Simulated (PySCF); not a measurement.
Compound: C5H7NO2 (charge +1 and doublet state).
Geometry (GFN2-xTB, Å), atoms numbered from 1 in this order:
```xyz
15
C5H7NO2 angstrom
C      3.0261    1.1608   -0.4434
C      2.2917    0.0419   -0.4366
O      0.9703    0.1032   -0.1753
C      0.2159   -0.9768   -0.1602
C     -1.1336   -0.9001    0.1080
N     -1.8002    0.2296    0.3715
C     -3.1901    0.2218    0.6381
O     -3.8266   -0.7788    0.6413
H      4.0803    1.1220   -0.6511
H      2.5883    2.1248   -0.2430
H      2.7057   -0.9415   -0.6348
H      0.6709   -1.9412   -0.3641
H     -1.7335   -1.8041    0.1148
H     -1.3003    1.1140    0.3815
H     -3.5693    1.2324    0.8315
```

The hyperfine couplings belong to this conformer and change with its torsions.

Identity: `[CH2+][CH]O/C=C\NC=O` [radical] (charge +1).

Level of theory: PySCF, UKS B3LYP, pcH-1 on C H N O, non-relativistic, mean-field spin-orbit, GIAO. Isolated species at its GFN2-xTB geometry (one conformer only). A GFN2-xTB geometry isn't a minimum of the functional, and hyperfine couplings can be far from their values at a DFT geometry, by a factor of two or more for some ions and for spin on atoms past the first row. Stability of the SCF solution: not tested.

Principal values of hyperfine tensors in MHz (contact and dipolar terms together), for some of the nuclei:

```csv
atom,isotope,A1,A2,A3
O3,17O,-103.95,10.68,12.34
H12,1H,-29.43,-22.29,-5.77
C1,13C,-1.10,-0.36,56.65
C2,13C,-26.65,-15.46,-11.83
H9,1H,-25.87,-17.73,-5.82
H10,1H,-22.59,-17.46,-6.63
H14,1H,-23.79,-20.03,-1.96
C7,13C,-13.62,-7.45,-5.17
```

Problem. Give the isotropic coupling of each nucleus in MHz and in mT (g = 2.0038), and the anisotropic part.

Solution. a_iso = (A1 + A2 + A3)/3, Ti = Ai − a_iso; 1 mT corresponds to 28.046 MHz.

| atom | a_iso (MHz) | a_iso (mT) | T1 | T2 | T3 |
| --- | --- | --- | --- | --- | --- |
| O3 | -26.98 | -0.962 | -76.97 | 37.65 | 39.31 |
| H12 | -19.16 | -0.683 | -10.27 | -3.12 | 13.39 |
| C1 | 18.40 | 0.656 | -19.50 | -18.75 | 38.25 |
| C2 | -17.98 | -0.641 | -8.67 | 2.52 | 6.15 |
| H9 | -16.48 | -0.587 | -9.39 | -1.26 | 10.65 |
| H10 | -15.56 | -0.555 | -7.03 | -1.90 | 8.93 |
| H14 | -15.26 | -0.544 | -8.53 | -4.77 | 13.29 |
| C7 | -8.75 | -0.312 | -4.87 | 1.30 | 3.57 |

Problem. What spin density at the nucleus of O3 lies behind its contact coupling (g_N = -0.75752)?

Solution. a_FC = 800.24 MHz bohr³ × g_N × ρ(0)/(2S). With a_FC = -26.98 MHz and 2S = 1, ρ(0) = 0.0445 bohr⁻³. The nuclear moment is negative, so coupling and spin density have opposite signs.

Problem. H13 (1H, g_N = 5.58569) isn't in the table. Its spin density at the nucleus is -0.003642 bohr⁻³. What is its contact coupling?

Solution. By the same relation, a_FC = -16.28 MHz. Its full tensor has the principal values -24.98, -19.55, -4.29 MHz.

Problem. Which nucleus of the table has the largest anisotropic coupling, and what is its form?

Solution. O3: -77.0, 37.7, 39.3 MHz, nearly axial, close to the ratio +1:+1:−2.

Problem. What first-order splitting does C1 cause when the field lies along A1, A2 or A3 of its tensor (g taken as isotropic, no quadrupole term)?

Solution. 2 lines (I = 1/2), spaced by |A_i|/(g × 13.996): 0.04, 0.01, 2.02 mT along the axes of A1, A2 and A3.

The SMILES draws the unpaired electron on C2; the largest computed Mulliken spin population is on C1 (0.25 against -0.06).
